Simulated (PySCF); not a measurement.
**N(2+) (nitrogen, charge +2) across methods**

[He] 2s2 2p1, 2P determinant. Computed with PySCF 2.14 in aug-cc-pwCVDZ (5s4p2d, 27 functions), with no relativity, point nucleus.

```
   method  E (hartree)  mean ε 2s α (eV)  mean ε 2s β (eV)  mean ε 2p α (eV)  Σ⟨r²⟩ (bohr²)   ⟨S²⟩
      LDA     -52.4691           -49.613           -47.622           -38.492          5.055  0.751
     PBE0     -52.8960           -52.232           -49.738           -41.161          5.014  0.752
CAM-B3LYP     -52.9309           -53.783           -51.320           -42.838          5.030  0.751
      UHF    -52.80971           -58.774           -54.154           -47.868          5.026  0.754
    M06-L     -52.9510           -50.205           -48.150           -39.445          4.936  0.752
  r2SCANh     -52.9216           -51.301           -48.793           -40.542          5.014  0.753
   M06-2X     -52.9529           -54.377           -51.724           -42.999          4.997  0.751
   r2SCAN     -52.9199           -50.407           -48.082           -39.668          5.016  0.753
```

(1) Estimate the same row for PBE.

Results:

(1) E (hartree) = -52.8839; mean ε 2s α (eV) = -49.772; mean ε 2s β (eV) = -47.826; mean ε 2p α (eV) = -38.760; Σ⟨r²⟩ (bohr²) = 5.023; ⟨S²⟩ = 0.751.
